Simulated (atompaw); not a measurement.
# An all-electron radial function and its pseudo partner (Rb)

Columns: radius, all-electron u(r) and pseudo u(r) of the 5p shell (level -1.07 eV) of rubidium in the configuration [Ar] 3d10 4s2 4p6 4d0 5s0.5 5p0.5; PBEsol, scalar-relativistic, PAW (atompaw) scheme, atompaw 4.2.0.5.

```
r (bohr)  all-electron   pseudo
   0.115       -0.0420  -0.0021
   0.231        0.0295  -0.0082
   0.346        0.0722  -0.0178
   0.462        0.0614  -0.0304
   0.577        0.0220  -0.0447
   0.692       -0.0248  -0.0598
   0.808       -0.0674  -0.0747
   0.923       -0.1002  -0.0879
   1.038       -0.1222  -0.0987
   1.154       -0.1342  -0.1062
   1.269       -0.1371  -0.1096
   1.385       -0.1325  -0.1086
   1.500       -0.1221  -0.1032
   1.615       -0.1072  -0.0936
   1.731       -0.0889  -0.0799
   1.846       -0.0684  -0.0631
   1.962       -0.0462  -0.0434
   2.077       -0.0233  -0.0221
   2.192       -0.0000   0.0004
   2.308        0.0234   0.0235
   2.423        0.0464   0.0465
   2.538        0.0690   0.0690
   2.654        0.0910   0.0910
   2.769        0.1121   0.1121
   2.885        0.1326   0.1326
   3.000        0.1521   0.1521
```

Question: How many radial nodes do the two functions have?

Answer: The all-electron 5p function has n − l − 1 = 3 (the table is too coarse to show those close to the nucleus); the pseudo-wave has 1, since 1 lower shell of the same l stays in the valence.

Question: At about which radius was the pseudo-wave matched?

Answer: 2.55 bohr. The columns agree to 0.0005 from 2.19 bohr on; several derivatives are matched, so the curves merge somewhat inside the radius.

Question: Is the pseudo-wave norm-conserving?

Answer: No, it belongs to a PAW set: the norm inside the radius is not constrained, and the difference is carried by the augmentation charge.
